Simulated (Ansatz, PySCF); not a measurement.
Gas-phase reaction (SMILES): [Cl][GaH][Cl] + [H][H] (H2) → [Cl][GaH2] + Cl (HCl); hydrogen cleaves one Ga-Cl bond, a model of a ligand-exchange step.

Geometries: B3LYP-D3(BJ)/def2-TZVP minima from Ansatz (a quantum-chemistry and plane-wave program). Valence correlation only, unless marked. Spin-orbit coupling is left out. The frozen core is the preceding noble-gas configuration, with the filled d and f shells of earlier blocks. No relativistic terms. Basis-set limits of correlation are two-point, X^-3; Hartree-Fock from the larger set. Thermal terms are rigid-rotor harmonic-oscillator values from B3LYP-D3(BJ) frequencies (Ansatz or PySCF) at 298.15 K and 1 atm. 1 Eh = 627.5095 kcal/mol.

| species | E, CCSD(T)/CBS(def2-TZVPPD,def2-QZVPPD) (Ansatz) (Eh) | E, wB97M-V/def2-TZVPD (Ansatz) (Eh) | H - E (Eh) |
|---|---|---|---|
| [Cl][GaH][Cl] | -2843.62505 | -2845.84096 | 0.01470 |
| [H][H] (H2) | -1.17452 | -1.16077 | 0.01336 |
| [Cl][GaH2] | -2384.37904 | -2386.17368 | 0.01882 |
| Cl (HCl) | -460.37886 | -460.79070 | 0.01000 |

Q: Work out ΔE and ΔH at 298.15 K at the first level, then ΔH at the second.

A: 
1. ΔE = [(-2384.37904) + (-460.37886)] - [(-2843.62505) + (-1.17452)] = 0.04167 Eh = 26.1 kcal/mol at CCSD(T)/CBS(def2-TZVPPD,def2-QZVPPD).
2. The terms H - E add up to 0.00076 Eh, so ΔH = (0.04167 + (0.00076))×627.5095 = 26.6 kcal/mol.
3. At wB97M-V/def2-TZVPD the same steps give ΔE = 23.4 and ΔH = 23.9 kcal/mol, a shift of -2.7 from the first level.
4. These values are not checked against measurement here, since the tables used lack a sound gas-phase enthalpy of formation for at least one species.
